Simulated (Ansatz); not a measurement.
`FBBF` + `[AlH3]` → `F[BH][AlH2]` + `BF`  (formal exchange of groups at a B–B bond)

Computed with Ansatz on PBE0-D4/def2-TZVP structures; ΔE is electronic, products minus reactants. CBS: MP2 limit from def2 TZ/QZ plus the TZ coupled-cluster correction, frozen cores. This one scheme is used for every species. One conformer a species, not always the lowest.

```csv
species,CCSD(T)/CBS(def2) energy (Eh)
`FBBF`,-250.44368
`[AlH3]`,-243.78045
`F[BH][AlH2]`,-368.40257
`BF`,-125.82039
```

Question: Work out ΔE.

Answer: ΔE = (-368.40257) + (-125.82039) − (-250.44368) − (-243.78045) = 0.00117 Eh = +3.1 kJ/mol.

Largest T1 diagnostic among the species: 0.014.

In def2-TZVPP, CCSD(T) changes the Hartree–Fock value by −4.3 kJ/mol (the triples alone add −0.8 kJ/mol) and MP2 by −3.4 kJ/mol. Leaving LDA and LC-ωPBE aside and taking each functional with its dispersion term where it has one, the values, not all of them listed here, spread over 19.5 kJ/mol, from PBE-D4 to B97M-V. LDA lies +3.3 kJ/mol from PBE without D4. At CCSD(T), def2-SVP lies +4.0 kJ/mol from the extrapolated value and def2-TZVPP +0.0 kJ/mol.
